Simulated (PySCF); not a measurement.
# Radial density of Mn²⁺ (manganese, charge +2)

UHF, [Ar] 3d4 4s1, high-spin 6D determinant (an excited configuration). Computed with PySCF 2.14 in aug-cc-pVDZ-DK (7s6p4d2f, 59 functions), with the spin-free X2C one-electron Hamiltonian (Gaussian nucleus).

| r (bohr) | 4πr²ρ (e/bohr) | 4πr²(ρα − ρβ) |
| --- | --- | --- |
| 0.00108 | 0.2155 | 0.0001 |
| 0.00182 | 0.5454 | 0.0004 |
| 0.00306 | 1.351 | 0.0009 |
| 0.00515 | 3.230 | 0.0021 |
| 0.00867 | 7.261 | 0.0047 |
| 0.0146 | 14.64 | 0.0093 |
| 0.0245 | 24.47 | 0.0142 |
| 0.0413 | 30.11 | 0.0129 |
| 0.0694 | 25.41 | 0.0051 |
| 0.117 | 24.86 | 0.0502 |
| 0.196 | 33.29 | 0.3079 |
| 0.330 | 18.61 | 1.2905 |
| 0.555 | 12.54 | 3.3778 |
| 0.934 | 12.33 | 3.4017 |
| 1.57 | 2.861 | 1.4905 |
| 2.64 | 0.5627 | 0.5477 |
| 4.45 | 0.05777 | 0.0577 |
| 7.48 | 3.159e-05 | 0.0000 |
| 12.6 | 2.680e-05 | 0.0000 |

Densities and radii are taken from the X2C orbitals without a picture-change correction, which distorts them close to the nucleus.
